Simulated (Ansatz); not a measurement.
An elementary step

Start structure (BSiH$_{6}$Br, singlet), relaxed at PBE0-D4/def2-TZVP:

```
atom    x (Å)    y (Å)    z (Å)
  B1  -0.7818  -0.2793  -0.7044
 Si2   1.1451  -0.0385  -0.1850
  H3  -1.2303   0.4096  -1.5792
  H4  -1.2778  -1.3606  -0.5639
  H5  -1.0371   0.4036   2.0959
 Br6  -1.8592   0.8258   1.0068
  H7   1.3740  -0.4694   1.2329
  H8   1.6202   1.3737  -0.2639
  H9   2.0469  -0.8647  -1.0392
```

The step: BSiH₆Br ([SiH3][BH2][BrH]) → BSiH₆Br ([Br][BH2]1[H][SiH3]1); bonds formed: B1–H5, Si2–H5; dative contacts that become bonds: B1–Br6; bonds broken: H5–Br6; bonds weakened to dative contacts: B1–Si2. Computed with Ansatz 0.2.0 (basis: def2-TZVPP and def2-QZVPP); correlated methods freeze the cores. Filled d shells of the heavier atoms are correlated. The def2 sets are not built for correlating such inner shells, so the correlated values are less sure here. Extrapolation: Hartree–Fock as exp(−7.88 √X), correlation as X^−2.97. Energies below are by CCSD(T) at an estimated basis limit (MP2 extrapolated from triple and quadruple zeta, plus CCSD(T) − MP2 in triple zeta).

Question: What are the electronic barrier and the energy of the step, from the start structure to the end structure? (To be estimated.)

Answer: The calculation gives: Barrier 31.3 kJ/mol; step energy -93.4 kJ/mol (downhill); reverse barrier, their difference, 124.7 kJ/mol. Barrier and step energy count from the start structure, the reverse barrier from the end structure.

The saddle point: One imaginary mode of 350i cm⁻¹.
```json
{"pair": "B1–H5", "start (Å)": "2.89", "saddle (Å)": "1.86", "end (Å)": "1.30"}
{"pair": "B1–Br6", "start (Å)": "2.30", "saddle (Å)": "2.62", "end (Å)": "1.97"}
{"pair": "Si2–H5", "start (Å)": "3.19", "saddle (Å)": "2.30", "end (Å)": "1.63"}
{"pair": "B1–Si2", "start (Å)": "2.01", "saddle (Å)": "2.04", "end (Å)": "2.20"}
{"pair": "H5–Br6", "start (Å)": "1.43", "saddle (Å)": "1.47", "end (Å)": "2.65"}
```

Zero-point energy (harmonic, PBE0-D4): ZPE is 140.0 kJ/mol at the start and 134.1 kJ/mol at the saddle, so the barrier goes from 31.3 to 25.4 kJ/mol.

T1 diagnostic: at most 0.011.

Labels in which every atom is bracketed show which atoms are joined, not bond orders.

For scale, one of the runs: CCSD(T)/def2-TZVPP, 205 basis functions, launched by `ansatz run in.yaml --threads 4 --pin off --events-out ev --progress --plain --max-ram 9574MiB`. Hardware: 4 CPU threads of an Arm Neoverse V1, shared host. Wall time 68 s; peak host memory 2.6 GiB.
